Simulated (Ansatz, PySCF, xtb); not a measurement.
Process, species as SMILES: C[Si](C)(C)Br + 4 [H][H] (H2) -> Br (HBr) + 3 C (CH4) + [SiH4] (SiH4)
Each molecule is optimised on its own at B3LYP-D3(BJ)/def2-TZVP (Ansatz, a quantum-chemistry and plane-wave program).
Geometry of the first species:
```xyz
14

C      0.5234     1.5962     1.5092
Si     0.3067    -0.1027     0.7668
C     -0.9304    -1.1189     1.7269
C      1.9397    -0.9908     0.5961
Br    -0.5281     0.1769    -1.3203
H     -0.4295     2.1248     1.5620
H      0.9262     1.5165     2.5226
H      1.2126     2.1980     0.9150
H     -1.8950    -0.6121     1.7814
H     -1.0847    -2.0923     1.2589
H     -0.5729    -1.2832     2.7471
H      2.3867    -1.1512     1.5811
H      1.8085    -1.9632     0.1191
H      2.6403    -0.4098    -0.0055
```

Quantity: energy of full hydrogenation (enthalpy at 298 K, with B3LYP-D3(BJ) rigid-rotor harmonic-oscillator terms from PySCF), in kJ/mol. Cores are frozen in the correlated levels unless marked. Spin-orbit coupling is left out. Frozen are the shells of the preceding noble gas and the d and f shells that filled before the atom's block. Non-relativistic. CBS(X,Y): correlation extrapolated as X^-3; Hartree-Fock from the larger set.

```
level                                        program  energy of full hydrogenation (kJ/mol)  minus last row
------------------------------------  --------------  -------------------------------------  --------------
GFN1-xTB                                         xtb                                 -270.6          -328.7
HF/def2-SVPD                                  Ansatz                                  -57.2          -115.3
HF/def2-QZVPP                                 Ansatz                                  -28.1           -86.2
PBE/def2-TZVPD                                Ansatz                                   40.4           -17.7
revPBE/def2-TZVPD                             Ansatz                                   29.9           -28.2
PBE0/STO-3G                                   Ansatz                                   61.1             3.0
PBE0-D4/def2-TZVP                     Ansatz + dftd4                                   55.0            -3.1
HSE06-D3(BJ)/def2-TZVPD               Ansatz + dftd3                                   53.4            -4.7
CAM-B3LYP/def2-TZVPD                          Ansatz                                   12.2           -45.9
wB97M-V/def2-TZVPD                            Ansatz                                   57.0            -1.1
wB97X/def2-TZVPD                              Ansatz                                   28.1           -30.0
B2GP-PLYP-D4/def2-TZVPD               Ansatz + dftd4                                   51.8            -6.3
B2PLYP-D3(BJ)/def2-TZVPD              Ansatz + dftd3                                   54.7            -3.4
MP2/def2-SVPD                                 Ansatz                                   32.1           -26.0
MP2/def2-TZVPPD                               Ansatz                                   71.3            13.2
RI-MP2/def2-QZVPP                             Ansatz                                   76.7            18.6
SCS-MP2/STO-3G                                Ansatz                                   66.0             7.9
SCS-MP2/6-31G                                 Ansatz                                   36.3           -21.8
CCSD/6-31G                                    Ansatz                                   38.5           -19.6
CCSD/def2-TZVPPD                              Ansatz                                   29.4           -28.7
CCSD(T)/CBS(def2-TZVPPD,def2-QZVPPD)          Ansatz                                   58.1             0.0
```
